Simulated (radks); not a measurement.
Values are calculated unless marked as measured or tabulated.
Q: Coherent X-ray form factor from a spherical all-electron density. Level of theory: scalar-relativistic Kohn-Sham, r2SCAN, spin-unpolarised, spherical densities, finite nucleus; meta-GGA in the generalised Kohn-Sham scheme; Fermi nuclear charge, rms radius of each element as measured or else 0.836 A^(1/3) + 0.57 fm (a radial shooting solver on a logarithmic mesh with Libxc functionals).

sin(theta)/lambda (1/angstrom),f0 (electrons)
0.05,51.104
0.1,48.740
0.15,45.625
0.2,42.404
0.25,39.410
0.3,36.720
0.4,32.069
0.5,28.128
0.6,24.845
0.8,20.185
1,17.275
1.25,14.553
1.5,12.102
2,8.216

The species is in the configuration that NIST lists as its ground one. Which atom or ion scatters so?

A: The iodine ion I+, [Kr] 4d10 5s2 5p4. Extrapolating in s^2 from the first two rows gives f0(0) = 51.9, near the electron count 52; among species with that count, the fall with angle is slower the higher Z, and the table is that of Z = 53; from so few rows the species is fixed only to a neighbour or two.
